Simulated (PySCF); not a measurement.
Identify the compound

Molecular formula: C7H7Br. Simulated spectra:

¹H NMR (400 MHz, computed): δ 7.46 (d, J = 9.4 Hz, 2H), 7.21 (d, J = 9.4 Hz, 2H), 2.34 (s, 3H).

¹³C{¹H} NMR (computed): δ 141.6 (C), 139.3 (C), 137.9 (CH, 2C), 135.6 (CH, 2C), 22.6 (CH3).

Theoretical values (PySCF 2.14): σ from GIAO-PBE0/pcSseg-1, PBE0-D3(BJ)/def2-SVP geometry, couplings computed with B3LYP/pcJ-1 (pcSseg-1 on Br) (without the spin–dipole term). Equivalent nuclei averaged, no solvent, single conformer, relativity neglected.

Shifts are taken against calculated references (same method and geometry level): ¹H and ¹³C vs TMS.

Q: What is the structure?

A: 
The formula gives 4 degrees of unsaturation (1 ring in the answer). 5 carbon signals for 7 carbons: some carbons are equivalent by symmetry or fast rotation. Carbon types of the structure: 2 × C, 4 × CH, 1 × CH3, which accounts for all hydrogens. δC 141.6: substituted aromatic carbon. δC 139.3: aromatic carbon bearing bromine. δC 137.9, 135.6: aromatic CH; the aromatic region. δC 22.6: methyl carbon on an aromatic ring; a saturated carbon with 1 carbon neighbour and no heteroatom attached. δH 7.46, 7.21: hydrogen on an aromatic CH; the ring current deshields protons in the ring plane. δH 2.34: hydrogen on a methyl carbon on an aromatic ring; benzylic-type position, deshielded by the ring. The protons at 7.21 and 7.46 share a coupling of 9.4 Hz (vicinal, an ortho-type coupling).

Structure: `C1=CC(Br)=CC=C1C`.

The data come from this structure; uniqueness wasn't tested.

The calculation has no spin–orbit term, so carbons bonded to Br come out too deshielded (the heavy-atom effect is absent). Multiplet labels drop couplings under 1 Hz and merge nearly equal ones. Couplings among chemically equivalent protons are left out too, so labels in AA′BB′ or AA′XX′ sets are apparent multiplicities. Unscaled 3J(H,H) at this level run about 10 % above measured values. Shifts are as computed. Against solution values, carbons near 30 ppm lie about +2 ppm off and those near 130 ppm about +5 ppm; carbons on Br a further +13 ppm. Of 1211 compounds with measured shifts, 218 miss one by over three times the rms of a fit or turn the order of signals round; such compounds aren't used in these exercises.
